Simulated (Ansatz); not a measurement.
Born–Oppenheimer molecular dynamics of C₃H₈AlN (13 atoms, charge 0, multiplicity 1). It starts from a relaxed structure.

These are results of RHF/6-31G (Ansatz 0.2.0), not measurements.

```
ensemble                      : NVE (velocity Verlet)
time step                     : 0.5 fs
steps asked                   : 600
starting velocities drawn for : 400 K
masses                        : H 3.016 u
seed                          : 639069
```

First frame:

```xyz
13
Properties=species:S:1:pos:R:3
C -1.028 -0.035 1.076
C 0.183 -0.240 0.181
Al 1.620 -1.457 0.607
C 0.277 0.456 -0.975
N -0.627 1.364 -1.455
H -1.116 0.998 1.412
H -0.976 -0.650 1.966
H -1.957 -0.293 0.569
H 1.609 -2.329 1.955
H 2.845 -1.583 -0.428
H 1.125 0.325 -1.623
H -0.477 1.830 -2.314
H -1.454 1.580 -0.956
```

Problem. How far do the bonds stretch over the last three quarters of this one trajectory? (Pairs bonded in most of those frames.)

Solution. 
```
   bond  mean (Å)  spread (Å)  shortest  longest
  C1–C2     1.525       0.024      1.47     1.57
  C1–H6     1.091       0.018      1.06     1.13
  C1–H7     1.086       0.027      1.04     1.14
  C1–H8     1.092       0.022      1.05     1.13
 C2–Al3     1.943       0.042      1.87     2.02
  C2–C4     1.354       0.014      1.31     1.39
 Al3–H9     1.606       0.016      1.58     1.63
Al3–H10     1.610       0.012      1.59     1.63
  C4–N5     1.373       0.015      1.34     1.41
 C4–H11     1.081       0.037      1.02     1.14
 N5–H12     0.991       0.017      0.96     1.03
 N5–H13     0.992       0.020      0.95     1.03
```

Mean temperature of the second half: 198 K. The conserved energy stayed within 0.12 meV per atom of its start (net change 0.042 meV per atom), so the integration is sound. The temperature averaged 0.50 of the 400 K drawn at the start: a run that starts near a minimum puts about half its kinetic energy into the potential. A run of 0.3 ps of so small a system gives no equilibrium averages. Limits of this set-up: no polarisation functions.

Run time: 15 min on 2 threads of Arm Neoverse N1, on a shared host, peak memory 0.12 GiB.
